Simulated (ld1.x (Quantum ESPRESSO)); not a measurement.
Configuration tests for beryllium (TM)

| Quantity | Value |
| --- | --- |
| Element | Be |
| Generator | ld1.x (Quantum ESPRESSO) 7.5 |
| Type | norm-conserving Troullier–Martins (Kleinman–Bylander form) |
| Functional | PBEsol |
| Relativity | scalar-relativistic |
| Frozen core | [He] |
| Valence charge | 2 |
| Reference configuration | 2s2 2p0 |
| Partial waves | 2s (bound): rc 1.50 bohr; 2p (bound, empty): rc 3.40 bohr |
| Local potential | the p channel |
| Core correction | a·sin(br)/r model core, default radius (core density twice the valence density) |

Energies are relative to the spin-unpolarised reference configuration 2s2 2p0; without spin polarisation the order of configurations can differ from experiment.

| valence configuration | charge | ΔE all-electron (eV) | error AE − PS (meV) |
| --- | --- | --- | --- |
| 2s1 2p0 | +1 | 9.458 | +4.8 |
| 2s1 2p1 | 0 | 3.594 | -10 |
| 2s0 2p1 | +1 | 13.364 | -95 |

Problem. What are ΔE and the potential's error for 2s0 2p2?

Solution. ΔE = 7.212 eV all-electron; the error (AE − PS) is -45 meV.

Problem. What are ΔE and the potential's error for 2s1.5 2p0?

Solution. ΔE = 3.721 eV all-electron; the error (AE − PS) is +0.2 meV.

Levels in the configuration 2s0 2p1:

| level | all-electron (eV) | pseudo (eV) |
| --- | --- | --- |
| 2p | -9.761 | -9.806 |
